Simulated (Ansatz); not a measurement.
```yaml
crystal:
  periodic: [false, false, false]
  atoms:
    - {symbol: C, position_ang: [-1.550203, 0.003942, 2.554039]}
    - {symbol: C, position_ang: [-0.723625, 0.565285, 1.674913]}
    - {symbol: Si, position_ang: [0.310288, -0.441143, 0.503547]}
    - {symbol: N, position_ang: [-0.026709, -0.046142, -1.135078]}
    - {symbol: Ge, position_ang: [1.165197, 0.163975, -2.517558]}
    - {symbol: H, position_ang: [-2.157270, 0.587501, 3.241213]}
    - {symbol: H, position_ang: [-1.652008, -1.076068, 2.625602]}
    - {symbol: H, position_ang: [-0.663402, 1.652533, 1.643215]}
    - {symbol: H, position_ang: [0.038217, -1.868707, 0.849427]}
    - {symbol: H, position_ang: [1.763336, -0.175584, 0.687955]}
    - {symbol: H, position_ang: [-0.993975, -0.087494, -1.422331]}
    - {symbol: H, position_ang: [2.511156, 0.552774, -1.893001]}
    - {symbol: H, position_ang: [0.642550, 1.274085, -3.446862]}
    - {symbol: H, position_ang: [1.323447, -1.134157, -3.336383]}
basis:
  gaussian: {orbitals: x2c-TZVPPall, nuclear_model: gaussian}
total_charge: 3
magnetization: {spin_polarized: true, initial_magnetization: 1}
hamiltonian: {xc: {name: PBEsol}, dispersion: d3bj}
accuracy: high
```

```sh
$ ansatz run in.yaml --threads 2 --pin off --events-out ev --progress --plain --max-ram 32768MiB --backend cuda --devices 0, --max-vram 18GiB
```

It prints (some lines left out):

```
Functional definition: PBEsol
5475 factors; integrals over basis functions are off by at most 5.2e-8 eV
mean field evaluation 1: about -68465.2505 eV, gradient 1.3e2 eV
mean field evaluation 2: about -66739.4061 eV, gradient 3.7e2 eV
mean field evaluation 4: about -68560.3476 eV, gradient 5.0e1 eV
mean field evaluation 8: about -68585.9081 eV, gradient 9.8e0 eV
mean field evaluation 16: about -68586.8838 eV, gradient 8.3e-1 eV
mean field evaluation 32: about -68586.8784 eV, gradient 6.0e-4 eV
mean field evaluation 96: about -68586.8584 eV, gradient 1.5e-2 eV
mean field -68586.87844049 eV, -2520.5212928321 hartree, gradient 3.0e-8 eV, S^2 1.040058; 10 other end points of the search recorded, 0 dependent functions left out
reference -68586.87844576 eV, -2520.5212930257 hartree; 36, 35 occupied and 273, 274 virtual orbitals, 5475 factors
Total energy: -68587.01749664 eV, -2520.5264030512 hartree
Relativity: scalar
```

Task: What is wrong with this run?

Result: The charge is far from anything that the molecule holds. The calculation finished and met its thresholds. The result belongs to that input, not to the molecule as meant.
